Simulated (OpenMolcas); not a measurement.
# Ag3+: moving or changing the point charges

Ag3+ among 6 point charges of -1.7 e arranged as a tetragonal octahedron (D4h), 1.98 Å from the ion, with the axial distance 2.277 Å.

```yaml
Program: OpenMolcas
Method: CASSCF
Basis: ANO-RCC-VDZP [6s5p3d1f]
Scalar_Hamiltonian: DKH2, point nucleus
Active_space: 8 electrons in 5 orbitals (4d)
State_averaging: 2S+1 = 3 even, 10 roots; 2S+1 = 1 even, 15 roots
Spin-orbit_coupling: state interaction with AMFI integrals over the reference wave functions
```

Runs around this geometry, states (labels of D4, the rotations of D4h). Energies in cm-1 above the lowest state or level, χT in cm3 K/mol.

| R (Å) | q (e) | Axial / equatorial distance | Ground state | First state of that spin | First gap with spin-orbit (degeneracies) | χT at 300 K | First state of another spin |
| --- | --- | --- | --- | --- | --- | --- | --- |
| 1.98 | -1.7 | 1.06 | 3B1 | 3E 5395 | 4.6 (1, 2) | 2.211 | 1A1 15178 |
| 1.98 | -1.1 | 1.15 | 3B1 | 3E 2750 | 16.4 (2, 1) | 2.596 | 1A1 14130 |
| 1.84 | -1.7 | 1.15 | 3B1 | 3E 5712 | 32.8 (1, 2) | 2.085 | 1A1 12800 |
| 1.98 | -1.7 | 1.15 | 3B1 | 3E 4094 | 11.4 (1, 2) | 2.327 | 1A1 13434 |
| 2.11 | -1.7 | 1.15 | 3B1 | 3E 3036 | 15.7 (2, 1) | 2.521 | 1A1 13754 |

Taking the first state of the same spin as R^-n, n = -ln(3036 / 5712) / ln(2.11 / 1.84) = 4.6 between the shortest and longest distance.

Scaling the charges by -1.1 / -1.7 = 0.65 scales the first state of the same spin by 2750 / 4094 = 0.67; with fixed orbitals a first-order splitting would follow the charge.

Without dynamic correlation the repulsion within the d shell is too large (B by tens of per cent), so at a given field states of lower spin stand too high. Real 4d8 and 5d8 ions are as a rule square planar and diamagnetic. Point charges give a weaker field than real ligands, and real ions of this kind are as a rule low spin; the high spin found here belongs to the model. This shell can be high or low spin here, a state of another spin lies low, and with metal d orbitals alone active their balance is uncertain, so the ground spin may be wrong (holds for R = 1.98, q = -1.1, ratio = 1.15; R = 1.84, q = -1.7, ratio = 1.15; R = 1.98, q = -1.7, ratio = 1.15; R = 2.11, q = -1.7, ratio = 1.15). Point charges carry no covalency, so the field is a model and not that of real ligands. No measured value stands beside these numbers.
